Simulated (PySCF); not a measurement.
## Computed structure and properties of [Y(SH)2]+

System: [Y(SH)2]+ (singlet); start: template (C2). Method: PySCF 2.14.0, RKS PBE0, Y def2-SVP with ECP28, S def2-SVP, H def2-SVP; non-relativistic Hamiltonian with scalar-relativistic core potentials where named; density fitting; no spin-orbit coupling.

Input of the relaxation:

```python
mol = gto.M(atom='''
Y      0.00000    -0.00000    -0.44964
S      2.42800    -0.00000     0.63696
H      3.24210    -0.33650    -0.37444
S     -2.42800     0.00000     0.63696
H     -3.24210     0.33650    -0.37444''',
    basis={'Y': 'def2-SVP', 'S': 'def2-SVP', 'H': 'def2-SVP'},
    ecp={'Y': 'def2-SVP'},
    charge=1, spin=0)
mf = dft.RKS(mol, xc='PBE0')
mf.grids.atom_grid = (50, 194)
mf = mf.density_fit()  # fitting sets: Y def2-universal-JKFIT, S def2-universal-JKFIT, H def2-universal-JKFIT
mf.conv_tol = 1e-08; mf.max_cycle = 55
mf.kernel(dm0)  # dm0: converged density of the start geometry
# quasi-Newton relaxation in Cartesian coordinates to a largest gradient under 0.00045 Eh/bohr, steps kept in the point group
```

Run from Python with OMP_NUM_THREADS=2; the lines above give its settings. Where DIIS fails, smearing, a level shift and second-order steps follow.
It took 14 s on 2 threads of Arm Neoverse V2, on a shared host, from the converged density of the start.

Course of the relaxation:

| step | energy above end (eV) | largest force component within the symmetry (eV/Å) |
| --- | --- | --- |
| 0 | 0.6650 | 1.872 |
| 1 | 0.3763 | 0.975 |
| 2 | 0.1784 | 0.715 |
| 3 | 0.1001 | 0.524 |
| 4 | 0.0213 | 0.369 |
| 5 | 0.0056 | 0.190 |
| 6 | 0.0018 | 0.182 |
| 7 | 0.0002 | 0.042 |
| 8 | 0.0001 | 0.010 |
| 9 | 0.0000 | 0.004 |

Relaxed geometry (C2, nearly C2v):

```xyz
5

Y     0.0000    0.0000   -0.8742
S     1.8576   -0.0744    0.7150
H     2.8111   -0.2347   -0.2402
S    -1.8576    0.0744    0.7150
H    -2.8111    0.2347   -0.2402
```

```
   contact      Å
Y1–S2 (SH)  2.446
Y1–S4 (SH)  2.446
```

On the finer grid (75, 302):

- HOMO: -12.19 eV
- LUMO: -7.47 eV
- Dipole about the centre of mass: 8.37 D
- Set of Mulliken populations of Y1 outside the core potential: s 2.34, p 6.21, d 1.37, f 0.07
- D3(BJ) dispersion energy (not in the energies): -0.149 eV

```csv
atom,Mulliken (e),Löwdin (e),spin (e)
Y1,1.01,0.39,0.00
S2,-0.15,0.25,0.00
H3,0.14,0.05,0.00
S4,-0.15,0.25,0.00
H5,0.14,0.05,0.00
```

On the grid (50, 194), as all that follows. Harmonic modes: a minimum; lowest 79 cm⁻¹ (negative: unstable), highest 2662 cm⁻¹, zero-point energy 0.449 eV.

Taking off one SH (charge -1, singlet; the rest: singlet) in vacuum, both parts rigid, costs 14.64 eV; the small basis without counterpoise inflates it. Most of it is the attraction of opposite charges; other ways to part are cheaper, and one spin state was tried for the rest.

Rigid scan of SH along the line from its metal:

```tsv
distance to S2 (Å)	energy (eV)
2.15	0.897
2.25	0.348
2.35	0.076
2.45	0.000
2.55	0.060
2.65	0.213
2.85	0.680
3.15	1.531
3.55	2.616
4.05	3.656
```

One start shape was tried, so this needn't be the lowest isomer.
